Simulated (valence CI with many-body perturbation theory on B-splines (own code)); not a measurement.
**Assign the levels of K³⁺**

Level of theory: relativistic CI+MBPT: six valence electrons over a frozen Dirac-Fock core [Ne], radial functions for each j: 9 s, 9 p, 8 d, 6 f, 3 g, 1 h, with the one-electron correlation potential Σ1 (screened to all orders), the two-electron term Σ2, the three-electron term Σ3, Breit, model QED; selected single and double excitations, second order for the rest, scaled by the run's own slope (own B-spline code, finite nucleus).

Set against measurement, 11 paired levels are off by 150 cm⁻¹ on average, the worst by 297. These come from a selection out of Sansonetti, J. Phys. Chem. Ref. Data 37, 7 (2008). Levels without a partner in it may be off by more. Among the levels kept, up to 1300 cm⁻¹ of a level comes from second order outside the variational space, and about a tenth of that is noise between levels of different J, which matters for small intervals. 4 measured levels below the end of the list, from 189952 cm⁻¹ on, found no clear computed partner, and computed levels of the same name lie up to 4201 cm⁻¹ from them.

| No. | J | Parity | E (eV) | g |
| --- | --- | --- | --- | --- |
| 1 | 2 | even | 0.000 | 1.498 |
| 2 | 1 | even | 0.205 | 1.501 |
| 4 | 2 | even | 2.048 | 1.002 |
| 6 | 2 | odd | 16.611 | 1.501 |
| 7 | 1 | odd | 16.797 | 1.500 |
| 11 | 1 | odd | 21.923 | 1.501 |
| 12 | 2 | odd | 21.925 | 1.500 |
| 13 | 3 | odd | 21.927 | 1.500 |
| 14 | 4 | odd | 21.931 | 1.500 |
| 15 | 3 | odd | 23.687 | 1.333 |
| 16 | 2 | odd | 23.688 | 1.164 |
| 17 | 1 | odd | 23.712 | 0.499 |
| 19 | 2 | odd | 24.440 | 0.670 |
| 20 | 3 | odd | 24.502 | 1.084 |

Energies count from the lowest level. Strongly mixed levels and levels close to another of their J and parity, and those with J = 0 are left out, so the numbers can have gaps.

(1) Give configuration and LS term of each level.

## Answers

(1) 1: 3s2.3p4 3P; 2: 3s2.3p4 3P; 4: 3s2.3p4 1D; 6: 3s.3p5 3P°; 7: 3s.3p5 3P°; 11: 3s2.3p3.3d 5D°; 12: 3s2.3p3.3d 5D°; 13: 3s2.3p3.3d 5D°; 14: 3s2.3p3.3d 5D°; 15: 3s2.3p3.3d 3D°; 16: 3s2.3p3.3d 3D°; 17: 3s2.3p3.3d 3D°; 19: 3s2.3p3.3d 3F°; 20: 3s2.3p3.3d 3F°.
